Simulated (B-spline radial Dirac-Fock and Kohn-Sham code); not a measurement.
**Core-level shifts of bismuth with charge state**

Method: multi-electron Dirac-Fock with separately optimised hole states, Breit and Lamb-shift corrections added in first order. Computed with a radial atomic solver. Each ion is free and in its tabulated ground configuration. Correlation and solid-state effects are left out.

Reference: Bi⁷⁷⁺, [He] 2s2 2p2, with K 99982.0 eV. Shifts from it, in eV (a dash: the subshell is empty, belongs to an open shell averaged over j, or its hole state is left out as unreliable):

```tsv
ion	configuration	K
Bi⁷⁸⁺	[He] 2s2 2p1	?
Bi⁷⁹⁺	[He] 2s2	+1175.6
Bi⁸¹⁺	1s2	+2263.7
Bi⁸²⁺	1s1	+4150.8
```

Question: Give the missing shifts for Bi⁷⁸⁺.

Answer: K +585.0 (eV).
